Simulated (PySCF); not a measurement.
PySCF input (CCSD(T)/cc-pVDZ):

```python
from pyscf import gto, scf, mp, cc as ccmod

mol = gto.M(
    atom='''
    Si   -0.57094198    0.00991701    0.60583621
    F    -1.12171734   -1.20912240   -0.38883768
    F    -1.04384326    1.28641517   -0.35629868
    Cl    1.61666077   -0.04908666   -0.10443998
    ''',
    basis='cc-pvdz',
    charge=-1,
    spin=0,
    verbose=4,
)

mf = scf.RHF(mol)
mf.conv_tol = 1e-10
mf.max_cycle = 100
mf.kernel()
mp2 = mp.MP2(mf, frozen=12).run()
cc = ccmod.CCSD(mf, frozen=12)
cc.max_cycle = 100
cc.kernel()
et = cc.ccsd_t()
print(f'E(CCSD(T)) = {cc.e_tot + et:.9f}')
```

End of the output:

```
Extra cycle  E= -947.504592252738  delta_E= -7.28e-12  |g|= 1.38e-06  |ddm|= 5.92e-06
converged SCF energy = -947.504592252738

******** <class 'pyscf.mp.mp2.RMP2'> ********
nocc = 13, nmo = 52
frozen orbitals 12
E(RMP2) = -948.099278195918  E_corr = -0.594685943180591
E(SCS-RMP2) = -948.078611345455  E_corr = -0.574019092717296
E_corr(same-spin) = -0.161081583576246
E_corr(oppo-spin) = -0.433604359604345

******** <class 'pyscf.cc.ccsd.CCSD'> ********
CC2 = 0
CCSD nocc = 13, nmo = 52
frozen orbitals 12
max_cycle = 100
direct = 0
conv_tol = 1e-07
conv_tol_normt = 1e-05
diis_space = 6
diis_start_cycle = 0
diis_start_energy_diff = 1e+09
Init t2, MP2 energy = -948.099278190993  E_corr(MP2) -0.594685938254771
Init E_corr(CCSD) = -0.59468593825582
cycle = 1  E_corr(CCSD) = -0.602241868512776  dE = -0.00755593026  norm(t1,t2) = 0.0638016
cycle = 2  E_corr(CCSD) = -0.614790445752217  dE = -0.0125485772  norm(t1,t2) = 0.0201235
cycle = 3  E_corr(CCSD) = -0.615302445865505  dE = -0.000512000113  norm(t1,t2) = 0.0108853
cycle = 4  E_corr(CCSD) = -0.617316720898168  dE = -0.00201427503  norm(t1,t2) = 0.00402847
cycle = 5  E_corr(CCSD) = -0.617298488603516  dE = 1.82322947e-05  norm(t1,t2) = 0.000882881
cycle = 6  E_corr(CCSD) = -0.617219545706561  dE = 7.8942897e-05  norm(t1,t2) = 0.000364315
cycle = 7  E_corr(CCSD) = -0.617221021334835  dE = -1.47562827e-06  norm(t1,t2) = 9.92975e-05
cycle = 8  E_corr(CCSD) = -0.617224839365617  dE = -3.81803078e-06  norm(t1,t2) = 2.9351e-05
cycle = 9  E_corr(CCSD) = -0.617225312021856  dE = -4.7265624e-07  norm(t1,t2) = 1.13962e-05
cycle = 10  E_corr(CCSD) = -0.617225318122092  dE = -6.10023587e-09  norm(t1,t2) = 3.57481e-06
CCSD converged
E(CCSD) = -948.1218175708599  E_corr = -0.6172253181220921
CCSD(T) correction = -0.0107029368037123
E(CCSD(T)) = -948.132520508
```

It need not be the lowest isomer of its formula. Whether it binds its extra electron was not tested at this geometry.
